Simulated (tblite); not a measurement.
C4H7OSi (doublet state).
SMILES with atom numbers: `[CH:1]#[C:2][Si@H:3]([OH:4])[CH:5][CH3:6]` (hydrogens: H7 on C1; H8 on Si3; H9 on O4; H10 on C5; H11, H12, H13 on C6)

Computed geometry: GFN2-xTB, gas phase. This method treats the open shell by occupation alone, without spin polarisation.

Task: What internal coordinates does the optimisation give?

Result: 
| bond | length (Å) | order |
| --- | --- | --- |
| C1≡C2 | 1.202 | triple |
| C2–Si3 | 1.861 | single |
| Si3–O4 | 1.634 | single |
| Si3–C5 | 1.854 | single |
| C5–C6 | 1.478 | single |
| C1–H7 | 1.053 | single |
| Si3–H8 | 1.463 | single |
| O4–H9 | 0.953 | single |
| C5–H10 | 1.080 | single |
| C6–H11, C6–H12, C6–H13 | 1.092 | single |

Bonds in one row agree within 0.01 Å and their mean is given. Orders are formal, as drawn. A selection of angles:
| angle | degrees |
| --- | --- |
| C2–C1–H7 | 180.0 |
| C1–C2–Si3 | 179.5 |
| C2–Si3–O4 | 111.5 |
| C2–Si3–C5 | 106.4 |
| C2–Si3–H8 | 110.5 |
| O4–Si3–C5 | 111.6 |
| O4–Si3–H8 | 100.1 |
| C5–Si3–H8 | 116.6 |
| Si3–O4–H9 | 121.4 |
| Si3–C5–C6 | 124.6 |
| Si3–C5–H10 | 120.2 |
| C6–C5–H10 | 115.0 |
| C5–C6–H11 | 110.8 |
| H11–C6–H12 | 108.8 |
| H11–C6–H13 | 106.0 |

Dihedral angles: C2–Si3–C5–C6 143° (anticlinal); H9–O4–Si3–C2 -59° (synclinal).

Of the pairs four or more bonds apart, O4···H12 is among the closest relative to their van der Waals radii: 2.83 Å, 104 % of the sum of Bondi's values. C5 (carbon bonded to C, Si and H) is planar (angles 124.6°, 120.2° and 115.0°, sum 359.8°, 0.04 Å off the plane of its three neighbours). The 2 C–C bonds span 1.202 Å (C1≡C2, drawn triple) to 1.478 Å (C5–C6, drawn single), a spread of 0.276 Å. Si3 (silicon bonded to 2 C, O and H) is distorted tetrahedral (angles from 100.1° to 116.6°).

Point group: C1 (no symmetry element, even within 0.4 Å). Its GFN2-xTB frequencies are all real (lowest 50 cm⁻¹). Torsions: C2–Si3–O4–H -59°, C2–Si3–C5–C6 143°. 2 starts were optimised and ended at 0.00 and 0.45 kcal/mol (GFN2-xTB); the lowest of these is shown.

The run took 0.48 s wall on an Arm Neoverse V1 with one thread, shared host with 32 logical CPUs at a one-minute load of 26. That covers the optimisation of the geometry.

One conformer stands for the species.
